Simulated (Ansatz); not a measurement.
Start from `F[B]([AlH2])[SiH3]` and change one atom or group to get `F[B]([SiH3])[AlH][AsH2]`.

Ansatz, PBE0-D4/def2-TZVP geometries, multiplicity 1. Each molecule was computed in one conformer, which needn't be the lowest.

Scalar relativity is left out up to krypton.

```tsv
property	`F[B]([AlH2])[SiH3]`
HOMO energy (B3LYP/def2-TZVPP) / eV	-6.65
HOMO–LUMO gap (PBE/def2-TZVPP) / eV	2.68
size of the dipole moment (ωB97M-V/def2-TZVPP) / D	0.09
HOMO energy (PBE0/def2-TZVPP) / eV	-6.83
ideal-gas entropy at 298 K and 1 bar (rigid rotor, harmonic PBE0-D4/def2-TZVP) / J/(mol·K)	368
zero-point energy (PBE0-D4/def2-TZVP) / kJ/mol	113.7
```

(1) Give the same properties after the change, and the shifts. (Estimate.)

Answers

(1) The calculation gave: 
```json
{"property": "HOMO energy (B3LYP/def2-TZVPP) / eV", "`F[B]([SiH3])[AlH][AsH2]`": "-6.45", "shift": "0.20"}
{"property": "HOMO–LUMO gap (PBE/def2-TZVPP) / eV", "`F[B]([SiH3])[AlH][AsH2]`": "2.50", "shift": "-0.18"}
{"property": "size of the dipole moment (ωB97M-V/def2-TZVPP) / D", "`F[B]([SiH3])[AlH][AsH2]`": "0.46", "shift": "0.37"}
{"property": "HOMO energy (PBE0/def2-TZVPP) / eV", "`F[B]([SiH3])[AlH][AsH2]`": "-6.65", "shift": "0.18"}
{"property": "ideal-gas entropy at 298 K and 1 bar (rigid rotor, harmonic PBE0-D4/def2-TZVP) / J/(mol·K)", "`F[B]([SiH3])[AlH][AsH2]`": "441", "shift": "73"}
{"property": "zero-point energy (PBE0-D4/def2-TZVP) / kJ/mol", "`F[B]([SiH3])[AlH][AsH2]`": "138.9", "shift": "25.2"}
```

With PBE0 the HOMO rises by 0.18 eV and the LUMO falls by 0.10 eV, so the gap narrows by about 0.28 eV. PBE moves the HOMO by 0.12 eV and ωB97M-V by 0.25 eV. The zero-point energy changes by 25.2 kJ/mol with +6 modes. Dipoles are sizes alone; their direction can turn. Modes under 60 cm⁻¹, often nearly free rotors, make the harmonic entropy too high.

B3LYP here is the variant with VWN-RPA as its local correlation; programs differ in this.
